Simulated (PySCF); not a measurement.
**How methods differ on the fine-structure interval of Tb⁴⁶⁺**

Tb⁴⁶⁺ [Ar] 3d1 [3d3/2^1, M_J = 3/2] → Tb⁴⁶⁺ [Ar] 3d1 [3d5/2^1, M_J = 5/2], as a difference of total energies. Calculation: PySCF 2.14, in an uncontracted even-tempered set (16 s from 11 bohr⁻², ratio 2.8; 12 p from 15 bohr⁻², ratio 2.8; 8 d from 15 bohr⁻², ratio 2.8; 3 f from 44 bohr⁻², ratio 3); the two-component X2C-1e Hamiltonian. Correlated levels: [Ne] frozen; the 74 highest virtual spinors dropped. "Screened" scales the spin-orbit matrix elements by Boettger's factors to mimic the two-electron term; Breit and QED terms are absent.

```
                    method  fine-structure interval (cm⁻¹)
 GHF (screened spin-orbit)                          338930
GMP2 (screened spin-orbit)                          339250
     GHF (bare spin-orbit)                          401010
```
